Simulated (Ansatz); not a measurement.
```xyz
6

C     0.0850    1.0025   -1.4161
C    -0.0385    0.3268   -0.4237
Si   -0.4768   -0.5869    1.0742
F     0.5189   -0.1911    2.2463
F    -0.3032   -2.1439    0.8146
H     0.2147    1.5926   -2.2953
```

Total charge 0; spin multiplicity 2.

Q: List the ωB97M-V/def2-TZVPP orbital energies in eV (Ansatz). (An estimate is asked.)

A: Ansatz gave: α occupied: -1809.34, -677.98, -677.98, -282.46, -281.85, -150.17, -104.37, -104.30, -104.26, -36.81, -36.32, -24.46, -19.67, -18.19, -16.97, -16.64, -16.17, -15.34, -14.92, -14.88, -11.61, -11.39, -8.77. α empty: 1.18, 1.31, 3.20, 3.48, 3.81, 4.34, 5.18, 6.48. β occupied: -1809.24, -677.91, -677.91, -282.43, -281.80, -150.05, -104.21, -104.18, -104.10, -36.67, -36.18, -24.37, -19.37, -18.08, -16.76, -16.49, -15.86, -15.10, -14.81, -14.70, -11.36, -11.33. β empty: -1.24, 1.37, 1.70, 3.22, 3.53, 3.96, 4.44, 5.35. ⟨S²⟩ = 0.751.
